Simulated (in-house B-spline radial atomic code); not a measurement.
## How G0W0 and RPA depend on the start: Ce V (Ce4+)

Configuration [Kr] 4d10 5s2 5p6. Computed with an all-electron radial atomic-structure program (B-spline basis): all electrons, scalar-relativistic (spin-free one-electron X2C), finite nucleus, each spin shell either full or empty, empty states to l = 9 with an (l + 1/2)⁻⁴ tail; G0W0 by contour deformation at full frequency.

Spin-orbit coupling, left out, splits p levels strongly here.

| start | mean-field 5p (eV) | G0W0 (eV) | QP weight | RPA correlation (Eh) |
| --- | --- | --- | --- | --- |
| Hartree-Fock | -66.22 | -67.22 | 0.965 | -4.0865 |
| LDA VWN5 | -60.25 | -66.64 | 0.905 | -4.4371 |
| PBE | -60.06 | -66.63 | 0.904 | -4.432 |
| PBE0 | -61.94 | -66.85 | 0.939 | -4.3345 |
| r2SCAN | -60.61 | -66.81 | 0.920 | -4.3719 |
| HSE06 | -61.47 | -66.85 | 0.935 | -4.3427 |
| B3LYP (VWN-RPA) | -61.51 | ? | ? | ? |
| SCAN | -60.63 | -66.78 | 0.921 | -4.3698 |
| TPSS | -60.24 | -66.71 | 0.911 | -4.4143 |
| BHandHLYP | -63.56 | -67.02 | 0.952 | -4.2462 |
| CAM-B3LYP | -63.35 | ? | ? | ? |
| LC-wPBE | -64.91 | -66.98 | 0.956 | -4.3108 |
| wB97X | -64.35 | -66.96 | 0.955 | -4.2928 |
| PBEsol | -60.09 | -66.62 | 0.904 | -4.434 |
| BLYP | -59.83 | -66.64 | 0.901 | -4.4329 |
| r2SCAN0 | -62.29 | -66.95 | 0.943 | -4.295 |
| LDA exchange-only | -58.63 | -66.63 | 0.887 | -4.4351 |

Task: What G0W0 level, weight and RPA correlation energy follow from the B3LYP (VWN-RPA) start?

Result: G0W0 level -66.85 eV, weight 0.935, RPA correlation -4.3544 hartree.

Task: What G0W0 level, weight and RPA correlation energy follow from the CAM-B3LYP start?

Result: G0W0 level -66.97 eV, weight 0.949, RPA correlation -4.3121 hartree.

Task: How much of the dependence on the start does G0W0 remove?

Result: The mean-field levels span 7.6 eV and the G0W0 levels 0.596 eV. Against 65.55 ± 0.25 eV (NIST, semi-empirical) the G0W0 removal energies are off by +1.07 to +1.67 eV, with spin-orbit coupling, Breit and QED terms left out.
